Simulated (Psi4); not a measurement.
Cl₄Ge, charge -1, doublet, geometry from GFN2-xTB of the parent state (a state made from the parent by changing its charge; the spin is typed, not shown lowest) (a gas-phase anion, which may not be bound at this level); SVWN/def2-TZVP run with Psi4.

The Psi4 input:
```
memory 2 GB

molecule {
-1 2
  Cl   -0.93988899   -1.51230518   -1.16432348
  Ge    0.00000000    0.00000000   -0.00000000
  Cl    2.08248304   -0.40965857    0.14680488
  Cl   -0.28676021    1.89182840   -0.92997922
  Cl   -0.85583384    0.03013535    1.94749782
}

set basis def2-tzvp
set reference uks

energy('svwn')
print_variables()
```

What the program printed (banner, timings and long lists left out):

```
   => Loading Basis Set <=

    Name: DEF2-TZVP
    Role: ORBITAL
    Keyword: BASIS

         ---------------------------------------------------------
                                   SCF
               by Justin Turney, Rob Parrish, Andy Simmonett
                          and Daniel G. A. Smith
                              UKS Reference
         ---------------------------------------------------------

  ==> Geometry <==

    Molecular point group: c1
    Full point group: Td

    Geometry (in Angstrom), charge = -1, multiplicity = 2:

       Center              X                  Y                   Z               Mass
    ------------   -----------------  -----------------  -----------------  -----------------
         CL          -0.939888990000    -1.512305180000    -1.164323480000    34.968852682000
         GE          -0.000000000000     0.000000000000     0.000000000000    73.921177761000
         CL           2.082483040000    -0.409658570000     0.146804880000    34.968852682000
         CL          -0.286760210000     1.891828400000    -0.929979220000    34.968852682000
         CL          -0.855833840000     0.030135350000     1.947497820000    34.968852682000

  Running in c1 symmetry.

  Rotational constants: A =      0.03994  B =      0.03994  C =      0.03994 [cm^-1]
  Rotational constants: A =   1197.40819  B =   1197.40819  C =   1197.40819 [MHz]
  Nuclear repulsion =  805.370909234747387

  Charge       = -1
  Multiplicity = 2
  Electrons    = 101
  Nalpha       = 51
  Nbeta        = 50

  ==> Algorithm <==

  SCF Algorithm Type is DF.
  DIIS enabled.
  MOM disabled.
  Fractional occupation disabled.
  Guess Type is SAD.
  Energy threshold   = 1.00e-06
  Density threshold  = 1.00e-06
  Integral threshold = 1.00e-12

  ==> Primary Basis <==

  Basis Set: DEF2-TZVP
    Blend: DEF2-TZVP
    Number of shells: 68
    Number of basis functions: 196
    Number of Cartesian functions: 223
    Spherical Harmonics?: true
    Max angular momentum: 3

  ==> DFT Potential <==

   => LibXC <=

    Version 7.1.2
    S. Lehtola, C. Steigemann, M. J. T. Oliveira, and M. A. L. Marques,  SoftwareX 7, 1–5 (2018) (10.1016/j.softx.2017.11.002)

   => Composite Functional: SVWN <=

    Slater exchange
    Vosko, Wilk & Nusair (VWN5_RPA)
    P. A. M. Dirac,  Math. Proc. Cambridge Philos. Soc. 26, 376 (1930) (10.1017/S0305004100016108)
    F. Bloch,  Z. Phys. 57, 545 (1929) (10.1007/BF01340281)
    S. H. Vosko, L. Wilk, and M. Nusair,  Can. J. Phys. 58, 1200 (1980) (10.1139/p80-159)

    Deriv               =              1
    GGA                 =          FALSE
    Meta                =          FALSE

    Exchange Hybrid     =          FALSE
    MP2 Hybrid          =          FALSE

   => Exchange Functionals <=

    1.0000         XC_LDA_X

   => Correlation Functionals <=

    1.0000   XC_LDA_C_VWN_RPA

   => LibXC Density Thresholds  <==

    XC_LDA_C_VWN_RPA:  1.00E-15
    XC_LDA_X:  1.00E-15

   => Molecular Quadrature <=

    Radial Scheme          =       TREUTLER
    Pruning Scheme         =           NONE
    Nuclear Scheme         =       TREUTLER

    Blocking Scheme        =         OCTREE
    BS radius alpha        =              1
    Pruning alpha          =              1
    Radial Points          =             75
    Spherical Points       =            302
    Total Points           =         104218
    Total Blocks           =            870
    Max Points             =            256
    Max Functions          =            172
    Weights Tolerance      =       1.00E-15

   => Loading Basis Set <=

    Name: (DEF2-TZVP AUX)
    Role: JKFIT
    Keyword: DF_BASIS_SCF

  ==> Integral Setup <==

  SCF_SUBTYPE=INCORE selected. In-core MEM_DF algorithm will be used.
  Using in-core AOs.

  ==> MemDFJK: Density-Fitted J/K Matrices <==

    J tasked:                   Yes
    K tasked:                    No
    wK tasked:                   No
    Algorithm:                 Core
[...]
    Using symmetric orthogonalization.

  ==> Pre-Iterations <==

  SCF Guess: Superposition of Atomic Densities via on-the-fly atomic UHF (no occupation information).

   -------------------------
    Irrep   Nso     Nmo
   -------------------------
     A        196     196
   -------------------------
    Total     196     196
   -------------------------

  ==> Iterations <==

                           Total Energy        Delta E     RMS |[F,P]|

   @DF-UKS iter SAD: -3908.13634434094820   -3.90814e+03   0.00000e+00
   @DF-UKS iter   1: -3909.14515051061335   -1.00881e+00   1.69889e-02 ADIIS/DIIS
   @DF-UKS iter   2: -3860.15169570915759    4.89935e+01   7.09733e-02 ADIIS/DIIS
   @DF-UKS iter   3: -3909.87044383671855   -4.97187e+01   1.47019e-02 ADIIS/DIIS
   @DF-UKS iter   4: -3911.08196094913501   -1.21152e+00   9.48843e-04 ADIIS/DIIS
   @DF-UKS iter   5: -3911.08726450925496   -5.30356e-03   4.21777e-04 ADIIS/DIIS
   @DF-UKS iter   6: -3911.08988207589073   -2.61757e-03   1.59950e-04 ADIIS/DIIS
   @DF-UKS iter   7: -3911.09047702103226   -5.94945e-04   2.75778e-05 DIIS
   @DF-UKS iter   8: -3911.09048799649281   -1.09755e-05   3.92519e-06 DIIS
   @DF-UKS iter   9: -3911.09048825594118   -2.59448e-07   2.47750e-07 DIIS
  Energy and wave function converged.

  ==> Post-Iterations <==

   Electrons on quadrature grid:
      Nalpha   =   50.9999936104 ; deviation = -6.390e-06
      Nbeta    =   49.9999934447 ; deviation = -6.555e-06
      Ntotal   =  100.9999870551 ; deviation = -1.294e-05

   @Spin Contamination Metric:   2.795350239E-04
   @S^2 Expected:                7.500000000E-01
   @S^2 Observed:                7.502795350E-01
   @S   Expected:                5.000000000E-01
   @S   Observed:                5.000000000E-01

    Orbital Energies [Eh]
    ---------------------

    Alpha Occupied:

[...]
    Alpha Virtual:

[...]
     196A     25.068624

    Beta Occupied:

[...]
    Beta Virtual:

[...]
    Final Occupation by Irrep:
              A
    DOCC [    50 ]
    SOCC [     1 ]
    NA   [    51 ]
    NB   [    50 ]

  @DF-UKS Final Energy: -3911.09048825594118

   => Energetics <=

    Nuclear Repulsion Energy =            805.3709092347473870
    One-Electron Energy =               -7062.8220717355852685
    Two-Electron Energy =                2531.7793345508398488
    DFT Exchange-Correlation Energy =    -185.4186603059428080
    Empirical Dispersion Energy =           0.0000000000000000
    VV10 Nonlocal Energy =                  0.0000000000000000
    Total Energy =                      -3911.0904882559411817

  UHF NO Occupations:
  HONO-2 :   49  A 1.9999820
  HONO-1 :   50  A 1.9999820
  HONO-0 :   51  A 1.0000000
  LUNO+0 :   52  A 0.0000180
  LUNO+1 :   53  A 0.0000180
  LUNO+2 :   54  A 0.0000180
  LUNO+3 :   55  A 0.0000113

Computation Completed

Properties will be evaluated at   0.000000,   0.000000,   0.000000 [a0]

Properties computed using the SCF density matrix

 Multipole Moments:

 ------------------------------------------------------------------------------------
     Multipole            Electronic (a.u.)      Nuclear  (a.u.)        Total (a.u.)
 ------------------------------------------------------------------------------------

 L = 1.  Multiply by 2.5417464519 to convert [e a0] to [Debye]
 Dipole X            :          0.0000033            0.0000000            0.0000033
 Dipole Y            :         -0.0000188            0.0000000           -0.0000188
 Dipole Z            :          0.0000001            0.0000000            0.0000001
 Magnitude           :                                                    0.0000191

 ------------------------------------------------------------------------------------

  Variable Map:
  ----------------------------------------------------------------------------
[...]
  Array Variable Map:
  ----------------------------------------------------------------------------
[...]
[...]
```
